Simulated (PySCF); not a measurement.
Exercise with solution: dipole moment from atomic charges

BHClBr, SMILES ClBBr. Atoms are numbered in the order given.

```xyz
4

B     -0.7605     0.6056     0.0000
H     -1.9516     0.6662     0.0000
Cl     0.1850     2.0654     0.0000
Br     0.0745    -1.1088     0.0000
```

The structure is a stationary point at PBE-D3(BJ)/def2-TZVP.

Charges (e) from r2SCAN/def2-TZVPD (PySCF):

```json
[
 {"atom": "B1", "ESP fit": "0.088", "IAO": "-0.019"},
 {"atom": "H2", "ESP fit": "0.009", "IAO": "0.028"},
 {"atom": "Cl3", "ESP fit": "-0.045", "IAO": "-0.019"},
 {"atom": "Br4", "ESP fit": "-0.053", "IAO": "0.010"}
]
```

The dipole moment of the full density is 0.42 D.

What dipole moment does each set of point charges give, and which comes closer to that of the density?


μ = Σ q r, and 1 e Å = 4.8032 D.
ESP fit: Σ q r = (-0.097, 0.025, 0.000) e Å, |μ| = 0.48 D.
IAO: Σ q r = (-0.043, -0.043, 0.000) e Å, |μ| = 0.29 D.
ESP fit comes closer in size. Point charges leave out the atoms' own dipoles (lone pairs, polarised bonds); fits to the potential absorb them, partitions of the density don't.
